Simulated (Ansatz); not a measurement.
**Redistribution: SiH2(SiH3)Cl + C2H10OSi2 → SiH2(OH)(SiH3) + C2H9ClSi2**

Species: SiH2(SiH3)Cl, singlet; C2H10OSi2 `CC[SiH](O)[SiH3]`, singlet; SiH2(OH)(SiH3), singlet; C2H9ClSi2 `CC[SiH]([SiH3])Cl`, singlet. The partners trade Cl for OH; both sit on Si, so the bond types are kept.

Shapes, held fixed at every level: PBE0-D4/def2-TZVP. Flexible molecules stand in one conformer, not always the lowest. Programs: Ansatz 0.2.0. Electronic energies: no zero-point or thermal term.

```csv
level,kind,ΔE (kJ/mol),less CCSD(T)/CBS estimate
HF/def2-TZVPP,Hartree–Fock,-0.3,+2.5
PBE-D4/def2-TZVPP,GGA,-3.9,-1.1
r2SCAN-D4/def2-TZVPP,meta-GGA,-3.4,-0.6
B3LYP-D4/def2-TZVPP,global hybrid,-3.0,-0.2
B2PLYP/def2-TZVPP,double hybrid,-2.3,+0.5
CCSD(T)/def2-TZVPP,coupled cluster or CI,-2.5,+0.3
CCSD/def2-TZVPP,coupled cluster or CI,-1.8,+1.0
CCSD(T)/CBS estimate,coupled cluster or CI,-2.8,0.0
```

The highest level, CCSD(T)/CBS estimate, gives ΔE = -2.8 kJ/mol; the levels span -3.9 to -0.3. That is about zero within the method's error. The column of differences is taken from that level and isn't an error. No measured value is set beside it here. The CBS estimate extrapolates MP2 from def2-TZVPP and def2-QZVPP and adds CCSD(T) − MP2 in the triple-zeta set, cores frozen.
